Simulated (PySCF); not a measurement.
A structure optimised at ωB97X-D3(BJ)/def2-SVP, used in a PySCF frequency run:

```
Si
F 1 1.6184
Cl 1 2.0466 2 107.33
Cl 1 2.0466 2 107.33 3 -116.83
Ge 1 2.3459 2 111.25 4 -121.58
H 5 1.5327 1 107.90 2 180.00
H 5 1.5328 6 109.93 1 -119.28
H 5 1.5328 6 109.93 7 -121.44
```

Question: Write its SMILES, formula and point group.

Answer: F[Si](Cl)(Cl)[GeH3], Cl₂FGeH₃Si, Cs

Question: What are its rotational constants (standard atomic weights)?

Answer: 1.7347, 1.0090, 0.83033 GHz
